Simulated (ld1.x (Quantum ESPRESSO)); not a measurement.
**Si (Z = 14), TM: configuration errors across variants**

ld1.x (Quantum ESPRESSO) 7.5 input, shortened:

```
&input
   title='Si', zed=14., rel=1, dft='PBE', iswitch=3,
   config='[Ne] 3s2 3p1'
 /
 &inputp
   pseudotype=2, tm=.true., lloc=0,
   nlcc=.false.
 /
2
3P  2  1   1.00   0.00  1.60  1.60  0.0
3S  1  0   2.00   0.00  1.40  1.40  0.0
 &test
   configts(1)='3s2 3p1'
 /
```

All-electron excitation energies from the reference (eV): (1) 3s2 3p2 -7.740; (2) 3s2 3p0 15.993; (3) 3s1 3p0 49.964; (4) 3s0 3p4 6.038; (5) 3s2 3p2.3 -8.670; (6) 3s1 3p3 -0.926; (7) 3s2 3p1.5 -4.819.

Errors AE − PS in meV (a dash: test not solved or not reliable):

```tsv
change	(1)	(2)	(3)	(4)	(5)	(6)	(7)	bound ghosts
base	+1.5	+1.6	+67	+20	+2.1	+5.2	+0.5	none
all radii scaled by about 0.74 (s 1.04, p 1.18 bohr)	+11	+20	+144	+126	+15	+13	+3.5	none
all radii scaled by about 0.87 (s 1.22, p 1.40 bohr)	+3.8	+8.3	+70	+76	+5.2	+20	+1.3	none
all radii scaled by about 0.93 (s 1.30, p 1.50 bohr)	+2.1	+5.0	+70	+35	+3.0	+5.5	+0.8	none
all radii scaled by about 1.12 (s 1.56, p 1.80 bohr)	+1.1	+1.6	+70	+6.6	+1.5	+1.6	+0.5	none
all radii scaled by about 1.20 (s 1.68, p 1.92 bohr)	+1.0	+1.6	+70	+4.5	+1.3	+0.9	+0.4	none
all radii scaled by about 1.29 (s 1.80, p 2.06 bohr)	+1.3	+2.2	+71	+5.9	+1.7	+1.6	+0.5	none
```

(1) Give the same row for: all radii scaled by about 1.38 (s 1.94, p 2.20 bohr).

## Answers

(1) +1.9, +3.4, +70, +9.9, +2.5, +3.5, +0.7; bound ghosts: none.
